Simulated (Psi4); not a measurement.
HCl₃OZr, charge -1, doublet, at the geometry of the source list (the multiplicity is a formal guess) (core potentials on Zr) (a gas-phase anion, which may not be bound at this level). Base run: B3LYP/def2-SV(P) run with Psi4.

Psi4 was given this input:
```
memory 2 GB

molecule mol {
-1 2
  Zr    0.257200   -0.080600   -0.012700
  Cl    2.118100    0.967600   -0.762600
  Cl    0.947900   -0.886800    1.988100
  Cl    0.233500   -1.956500   -1.279100
  O    -1.323900    0.824000    0.013400
  H    -2.232800    1.132300    0.052700
}

set basis def2-sv(p)
set reference uks

energy('b3lyp')
print_variables()
```

Each row names what was changed in the base input (with any setting that the change needs).

```csv
change,ΔE vs base (µEh),SCF cycles,grid points,basis functions,outcome
base,0.0,22,130509,94,converged
dft_radial_points = 99,3.7,22,171986,94,converged
guess = sapgau,0.8,21,130509,94,converged
dft_spherical_points = 110,-456,22,47887,94,converged
df_basis_scf = cc-pvtz-jkfit,-,-,-,94,input refused
guess = core,1.2,18,130509,94,converged
scf_type = out_of_core,40.6,22,130509,94,converged
dft_radial_scheme = multiexp,28.8,22,135111,94,converged
d_convergence = 1e-4,0.2,20,130509,94,converged
guess = sap,1.0,20,130508,94,converged
scf_type = mem_df,0.0,22,130509,94,converged
e_convergence = 1e-8,0.0,23,130509,94,converged
guess = huckel,0.0,30,130509,94,converged
```

Open shells are given as the SCF converged; they aren't shown to be the lowest states, and a large step between rows can be another state.

A gas-phase anion may not be bound at this level; its values then depend on the basis.

- df_basis_scf = cc-pvtz-jkfit: ended with `psi4.driver.qcdb.exceptions.BasisSetNotFound: BasisSet::construct: Unable to find a basis set for atom 1 for key JKFIT among:`
